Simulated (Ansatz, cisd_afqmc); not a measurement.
Species: H2SO4, charge 0, singlet. H2SO4 (SMILES OS(=O)(O)=O).
B3LYP-D3(BJ)/def2-TZVP minimum from Ansatz (a first-principles code):
```
S
O 1 1.4215
O 1 1.4215 2 124.04
O 1 1.5943 2 108.75 3 -124.89
H 4 0.9699 1 109.14 2 -27.87
O 1 1.5943 2 105.60 4 -108.85
H 6 0.9699 1 109.14 2 -162.99
```

Total energies in cc-pV(T+d)Z, 32 correlated electrons, 9 frozen orbitals. Open shells are spin-unrestricted; no spin-orbit coupling. Correlated methods leave the cores frozen. No relativity. AFQMC is phaseless with a CISD trial state; ± is one standard error, without the phaseless bias. Outlying blocks are dropped, and bars are widened where a walk drifts. Over all cases where full CI ran beside it in this data, AFQMC minus full CI had a median of +0.1 mEh and passed +0.4 mEh in a tenth of the cases.

| method | program | energy (Eh) | minus AFQMC/CISD (mEh) |
|---|---|---|---|
| HF | Ansatz | -698.27025 | 1187.8 ± 0.4 |
| MP2 | Ansatz | -699.41261 | 45.5 ± 0.4 |
| CCSD | Ansatz | -699.40869 | 49.4 ± 0.4 |
| CCSD(T) | Ansatz | -699.45644 | 1.7 ± 0.4 |
| AFQMC/CISD | cisd_afqmc | -699.4581 ± 0.0004 | 0.0 |
